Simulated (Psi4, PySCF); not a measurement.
Interaction energy of C4H4S ··· C4H4S (SMILES c1ccsc1 and c1ccsc1). Monomers: optimised at B3LYP-D3(BJ) (def2-TZVP), held rigid. Orientation: lowest of the rigid-body minima from ten starts at GFN2-xTB. R is the distance of the centres of mass, along which the second monomer moves.

Levels: RHF/6-31G* = restricted Hartree-Fock/6-31G*, spherical d, no counterpoise correction (PySCF); RHF/LANL2DZ = restricted Hartree-Fock/LANL2DZ, with its core potentials past Ne, no counterpoise correction run with PySCF; RKS-B3LYP/6-31G* = restricted B3LYP/6-31G*, spherical d, no counterpoise correction (PySCF 2.14.0); SAPT0/jun-cc-pVDZ, frozen core (Psi4).

Interaction energies in kJ/mol:

```json
[
 {"R / Å": "2.97", "RHF/6-31G*": "146.65", "RHF/LANL2DZ": "148.93", "RKS-B3LYP/6-31G*": "114.88"},
 {"R / Å": "3.18", "RHF/6-31G*": "80.46", "RHF/LANL2DZ": "80.22", "RKS-B3LYP/6-31G*": "60.27"},
 {"R / Å": "3.36", "RHF/6-31G*": "47.49", "RHF/LANL2DZ": "46.73", "RKS-B3LYP/6-31G*": "34.10"},
 {"R / Å": "3.57", "RHF/6-31G*": "25.27", "RHF/LANL2DZ": "24.85", "RKS-B3LYP/6-31G*": "17.30"},
 {"R / Å": "3.76", "RHF/6-31G*": "14.02", "RHF/LANL2DZ": "14.25", "RKS-B3LYP/6-31G*": "9.32"},
 {"R / Å": "4.00", "RHF/6-31G*": "6.50", "RHF/LANL2DZ": "7.43", "RKS-B3LYP/6-31G*": "4.39"},
 {"R / Å": "4.24", "RHF/6-31G*": "3.03", "RHF/LANL2DZ": "4.24", "RKS-B3LYP/6-31G*": "2.38"},
 {"R / Å": "4.57", "RHF/6-31G*": "1.35", "RHF/LANL2DZ": "2.29", "RKS-B3LYP/6-31G*": "1.57"},
 {"R / Å": "5.06", "RHF/6-31G*": "1.00", "RHF/LANL2DZ": "1.17", "RKS-B3LYP/6-31G*": "1.33"},
 {"R / Å": "5.78", "RHF/6-31G*": "0.81", "RHF/LANL2DZ": "0.64", "RKS-B3LYP/6-31G*": "0.86"},
 {"R / Å": "6.77", "RHF/6-31G*": "0.41", "RHF/LANL2DZ": "0.33", "RKS-B3LYP/6-31G*": "0.39"},
 {"R / Å": "8.09", "RHF/6-31G*": "0.15", "RHF/LANL2DZ": "0.11", "RKS-B3LYP/6-31G*": "0.15"}
]
```

**Question.** Predict the corresponding SAPT0/jun-cc-pVDZ column.

**Answer.** 2.97: 66.41; 3.18: 23.00; 3.36: 4.08; 3.57: -5.99; 3.76: -9.10; 4.00: -9.32; 4.24: -8.01; 4.57: -5.82; 5.06: -3.33; 5.78: -1.41; 6.77: -0.45; 8.09: -0.13 (kJ/mol).
